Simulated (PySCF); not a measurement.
C₂H₇F₂NSi, SMILES N[SiH2]CC(F)F.

The structure is a stationary point at PBE0-D3(BJ)/def2-SVP. This is a generated structure with no PubChem entry under its InChIKey; it may be hypothetical. Other conformers were not sampled.

Two levels are set side by side: PBE/def2-TZVP (PySCF) and ωB97X/def2-TZVP (PySCF). Same geometry, gas phase. Differences are taken from unrounded values.

```csv
quantity,PBE
orbital gap (eV),5.60
highest occupied level (eV),-5.97
lowest empty level (eV),-0.37
dipole moment (D),3.28
mean polarisability (bohr³),61.2
```

These are the PBE values. What does ωB97X give? (The exact figures need the calculation; the answer reports its results.)


| quantity | ωB97X | PBE minus ωB97X |
|---|---|---|
| orbital gap (eV) | 12.31 | -6.72 |
| highest occupied level (eV) | -9.84 | 3.87 |
| lowest empty level (eV) | 2.48 | -2.85 |
| dipole moment (D) | 3.43 | -0.14 |
| mean polarisability (bohr³) | 57.8 | 3.3 |

Without exact exchange PBE keeps part of each electron's self-repulsion, which lifts occupied levels and narrows the gap. PBE's more diffuse valence density responds more strongly to a field. Differences between two approximate levels are no errors against the true value.

Rough cost on one machine, each run with all the roots and properties that it gave: ωB97X against PBE within a factor of 2.
